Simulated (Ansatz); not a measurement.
Reactions of CH3F2Ga (`[CH3][Ga]([F])[F]`).

Isolated molecules relaxed with PBE0-D4/def2-TZVP in Ansatz; ΔE leaves out vibrations. CCSD(T)/CBS adds triple-zeta CCSD(T) − MP2 to the extrapolated MP2 energy (def2 sets, frozen cores). def2 core potentials past Kr. For Ga, I, Mg, Sb, Sn outer-core shells are correlated without core-valence functions, which leaves a few kJ/mol of doubt a bond. Scalar relativity is left out up to krypton. One conformer a species, not always the lowest.

Task: Order these by ΔE at CCSD(T)/CBS, lowest first. (Estimate.)
A. `[CH3][Ga]([F])[F]` + `IC1CCO1` → `[CH3][Ga]([F])[I]` + `FC1CCO1`
B. `[CH3][Ga]([F])[F]` + `C[O][Sb]([SiH3])[O]C` → `[F][Ga]([F])[SiH3]` + `C[O][Sb]([CH3])[O]C`
C. `[CH3][Ga]([F])[F]` + `[SiH3][O][Mg][SH]` → `C[S][Mg][O][SiH3]` + `[F][GaH][F]`
D. `[CH3][Ga]([F])[F]` + `[F][SnH2][F]` → `[F][Ga]([F])[F]` + `[CH3][SnH2][F]`

Result: A (-0.37 eV), B (-0.07 eV), D (+0.21 eV), C (+0.85 eV).

Largest T1 diagnostic: 0.015, for `C[O][Sb]([SiH3])[O]C`.
